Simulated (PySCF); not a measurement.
**Electronic structure of Tb⁺ (terbium, charge +1) at the UHF level**

Configuration: [Xe] 4f8 5d1 6s1, one real determinant (an excited configuration). Computed with PySCF 2.14 in cc-pVDZ-X2C (8s7p5d3f1g, 84 functions), with the spin-free X2C one-electron Hamiltonian (Gaussian nucleus).

| Item | Value |
| --- | --- |
| Total energy | -11704.026565 hartree |
| One-electron energy | -15997.4481 hartree |
| Hartree (Coulomb) energy | 4549.0285 hartree |
| Exchange energy | -255.6070 hartree |
| ⟨S²⟩ | 20.0047 |
| ⟨L²⟩ | 18.028 |
| Sum of ⟨r⟩ | 40.21 bohr |
| Sum of ⟨r²⟩ | 59.08 bohr² |
| Traceless quadrupole moment −½Σ⟨3z² − r²⟩ along its main axis | -1.62 e·bohr² |
| Langevin diamagnetic susceptibility | -46.8 ×10⁻⁶ cm³/mol |

```
shell  electrons  mean orbital energy (hartree)  spread (hartree)  rms radius, mean of both spins (bohr)
 1s α          1                    -1920.64574                 0                                 0.0245
 1s β          1                    -1920.64317                 0                                 0.0245
 2s α          1                     -323.28564                 0                                 0.0989
 2s β          1                     -323.27477                 0                                 0.0989
 2p α          3                     -287.59642           0.01225                                 0.0890
 2p β          3                     -287.58723           0.00868                                 0.0890
 3s α          1                      -74.09167                 0                                  0.255
 3s β          1                      -73.93404                 0                                  0.255
 3p α          3                      -62.82373           0.06650                                  0.255
 3p β          3                      -62.64730           0.03209                                  0.255
 3d α          5                      -47.86223           0.05770                                  0.234
 3d β          5                      -47.67019           0.00945                                  0.234
 4s α          1                      -16.15746                 0                                  0.575
 4s β          1                      -15.75311                 0                                  0.575
 4p α          3                      -12.35099           0.10962                                  0.610
 4p β          3                      -11.90726           0.02097                                  0.610
 4d α          5                       -6.99234           0.10290                                  0.672
 4d β          5                       -6.41731           0.07278                                  0.672
 5s α          1                       -2.61383                 0                                   1.41
 5s β          1                       -2.44168                 0                                   1.41
 5p α          3                       -1.57587           0.07050                                   1.65
 5p β          3                       -1.42566           0.01083                                   1.65
 4f α          7                       -1.08551           0.11249                                  0.912
 4f β          1                       -0.80353                 0                                  0.912
 5d α          1                       -0.48432                 0                                   2.66
 6s α          1                       -0.42375                 0                                   4.06
```

⟨L²⟩ = 18.03 against 30 for a pure H term, so this real determinant mixes terms. Spin-orbit coupling, absent here, splits the open shell strongly.

Densities and radii are taken from the X2C orbitals without a picture-change correction, which distorts them close to the nucleus.

Spin-orbit constants ζ (cm⁻¹) from the X2C one-electron operator on these orbitals: bare nucleus, nucleus screened by l(l+1)(2l+1)/3 electrons, and screened by the Breit-Pauli mean field of the electrons.

```tsv
shell	bare	screened nucleus	mean field
2p	3861000	3742000	n/a
3p	804900	780100	n/a
3d	125800	106500	n/a
4p	176500	171100	n/a
4d	23320	19730	n/a
4f	3438	1957	n/a
5p	23120	22410	n/a
5d	1314	1112	n/a
```

To first order the Landé constant is A = -91.19 cm⁻¹, so the lowest level has J = 9 and lies 0.226 eV below the centre of the term. This holds in LS coupling only.
